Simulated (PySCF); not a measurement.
TaCl3, SMILES [Cl][Ta]([Cl])[Cl] (connectivity only; charge and spin as stated), neutral, multiplicity 3. Atoms are numbered in the order given.

```xyz
4

Ta     0.0000     0.0000    -0.0623
Cl     0.0000     2.0901    -0.9915
Cl     0.0000    -2.0901    -0.9915
Cl     0.0000     0.0000     2.2506
```
Charge 0, spin multiplicity 3.

Coordinates come from a PBE0-D3(BJ)/def2-SVP optimisation. The geometry has at least one imaginary mode, so it is a saddle point at that level. The multiplicity is an assumed one; other spin states were not compared. The def2 effective core potentials stand for the cores of Ta; spin–orbit coupling is left out.

Computed with TDA-LC-ωPBE/def2-SVPD (PySCF).

Vertical excitations. Gas-phase values at a fixed geometry.

### Question
Estimate the UV-visible absorptions. (An estimate is asked for; the answer gives what the named calculation found.)

### Answer

```json
[
 {"state": "root 1", "energy (eV)": "0.31", "λ (nm)": "3951", "f": "0.000", "main pairs": "α HOMO→LUMO 94 %"},
 {"state": "root 2", "energy (eV)": "1.05", "λ (nm)": "1176", "f": "0.000", "main pairs": "α HOMO−1→LUMO 78 %, α HOMO→LUMO+1 20 %"},
 {"state": "root 3", "energy (eV)": "1.31", "λ (nm)": "943", "f": "0.000", "main pairs": "α HOMO→LUMO+1 76 %, α HOMO−1→LUMO 20 %"},
 {"state": "root 4", "energy (eV)": "1.58", "λ (nm)": "783", "f": "0.001", "main pairs": "α HOMO→LUMO+2 95 %"},
 {"state": "root 5", "energy (eV)": "2.28", "λ (nm)": "544", "f": "0.001", "main pairs": "α HOMO−1→LUMO+1 97 %"},
 {"state": "root 6", "energy (eV)": "2.61", "λ (nm)": "475", "f": "0.002", "main pairs": "α HOMO−1→LUMO+2 97 %"},
 {"state": "root 7", "energy (eV)": "4.41", "λ (nm)": "281", "f": "0.034", "main pairs": "α HOMO→LUMO+3 92 %"},
 {"state": "root 8", "energy (eV)": "4.85", "λ (nm)": "256", "f": "0.000", "main pairs": "α HOMO→LUMO+4 70 %, α HOMO→LUMO+9 20 %"},
 {"state": "root 9", "energy (eV)": "5.52", "λ (nm)": "225", "f": "0.172", "main pairs": "α HOMO−1→LUMO+3 91 %"},
 {"state": "root 10", "energy (eV)": "5.82", "λ (nm)": "213", "f": "0.000", "main pairs": "α HOMO−2→LUMO 83 %, α HOMO−5→LUMO 14 %"}
]
```
Unrestricted roots are not spin-pure.
